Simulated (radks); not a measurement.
Results of a calculation; reference values are marked as such.
Initial-state core-level shifts of the germanium ion Ge2+ when its valence configuration changes from [Ar] 3d10 4s2. Level of theory: Dirac Kohn-Sham, PBE, spin-unpolarised, spherical densities, finite nucleus; open shells fill j = l - 1/2 first; Fermi nuclear charge, rms radius 4.0742 fm (a radial shooting solver on a logarithmic mesh with Libxc functionals). Shifts are changes of the shell-averaged eigenvalues in eV (positive: less bound); the change of the density at the nucleus, which sets a Mossbauer isomer shift, is in e/bohr^3, on a base of 3.173e+04.

[
 {"valence": "3d9 4s2 4p1", "1s": "-12.571", "2s": "-13.785", "2p": "-13.680", "3s": "-11.573", "density at nucleus": "+11.481"},
 {"valence": "3d9.5 4s2 4p0.5", "1s": "-6.174", "2s": "-6.754", "2p": "-6.702", "3s": "-5.733", "density at nucleus": "+5.564"},
 {"valence": "3d10 4s1 4p1", "1s": "-1.642", "2s": "-1.579", "2p": "-1.577", "3s": "-1.634", "density at nucleus": "-20.566"},
 {"valence": "3d10 4p2", "1s": "-3.223", "2s": "-3.100", "2p": "-3.095", "3s": "-3.214", "density at nucleus": "-42.092"},
 {"valence": "3d9 4p3", "1s": "-15.692", "2s": "-16.807", "2p": "-16.691", "3s": "-14.667", "density at nucleus": "-36.464"},
 {"valence": "3d10 4s1.5 4p0.5", "1s": "-0.829", "2s": "-0.797", "2p": "-0.796", "3s": "-0.824", "density at nucleus": "-10.157"},
 {"valence": "3d10 4s0.5 4p1.5", "1s": "-2.440", "2s": "-2.346", "2p": "-2.343", "3s": "-2.430", "density at nucleus": "-31.215"}
]
